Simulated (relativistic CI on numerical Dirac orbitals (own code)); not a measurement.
## Radial parameters of Rb22+

Computed by Dirac-Coulomb-Breit CI, KLI orbitals optimised for each configuration, QED by a radiative potential, unscaled Slater integrals (own radial code, finite nucleus).

Slater integrals F^k, G^k are unscaled and averaged over j, outside the closed core [Ne]; ζ comes from projecting the Hamiltonian with its Breit term on Σ l·s of the shell.

- 3s²3p³: F^2(3p,3p) = 230050, ζ(3p) = 71137 cm⁻¹; <r>(3p) = 0.4329, <r^2>(3p) = 0.2159 (bohr units).
- 3s3p⁴: F^2(3p,3p) = 229840, G^1(3s,3p) = 292450, ζ(3p) = 71079 cm⁻¹; <r>(3s) = 0.4436, <r^2>(3s) = 0.2237, <r>(3p) = 0.4333, <r^2>(3p) = 0.2163 (bohr units).
- 3s²3p²3d: F^2(3p,3p) = 229720, ζ(3p) = 71014, F^2(3p,3d) = 230200, G^1(3p,3d) = 249400, G^3(3p,3d) = 165870, ζ(3d) = 8031.5 cm⁻¹; <r>(3p) = 0.4336, <r^2>(3p) = 0.2166, <r>(3d) = 0.3897, <r^2>(3d) = 0.176 (bohr units).

Averages of the first 10 configurations, taken without configuration mixing, which lowers the lowest level and can move excited configurations by several eV; other configurations of the list can lie among them:

```csv
Configuration,Parity,States,Average energy above the lowest level (eV)
3s²3p³,odd,20,20.5
3s3p⁴,even,30,97.4
3s²3p²3d,even,150,121.6
3p⁵,odd,6,184.3
3s3p³3d,odd,400,194.2
3p⁴3d,even,150,276.7
3s3p²3d²,even,1350,294.5
3s²3p3d4p,even,360,610.2
3p⁴4s,even,30,636.7
3s²3p²4s,even,30,479.9
```
